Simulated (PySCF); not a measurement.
## Working out the ionisation energy of Cd⁺

Cd⁺ [Kr] 4d10 5s1 (2S) → Cd²⁺ [Kr] 4d10 (1S). Computed with PySCF 2.14 in x2c-TZVPPall with one added diffuse shell each of s, p, d, f type (9s7p7d3f1g, 95 functions), with scalar relativity by spin-free X2C-1e. Frozen: [Ar] 3d10. Energies in hartree (1 hartree = 27.21139 eV):

```tsv
part	Cd⁺ (lower)	Cd²⁺ (upper)
UHF	-5591.044129	-5590.472002
MP2 opposite-spin	-0.443282	-0.415506
MP2 same-spin	-0.225221	-0.204384
```

What does Hartree-Fock give?

(-5590.472002) − (-5591.044129) = 0.572127 hartree = 15.568 eV.

What do MP2 and SCS-MP2 (6/5 opposite-spin, 1/3 same-spin) give?

The opposite-spin parts differ by 0.756 eV and the same-spin parts by 0.567 eV. MP2: 15.568 + (0.756) + (0.567) = 16.891 eV. SCS-MP2: 15.568 + 1.2 × (0.756) + (0.567)/3 = 16.664 eV.

Measured between the centres of the two terms (NIST): 16.908 eV, so MP2 (valence and next inner shell) is off by -0.017 eV.

What remains against the reference includes basis incompleteness, the frozen core and correlation beyond second order.
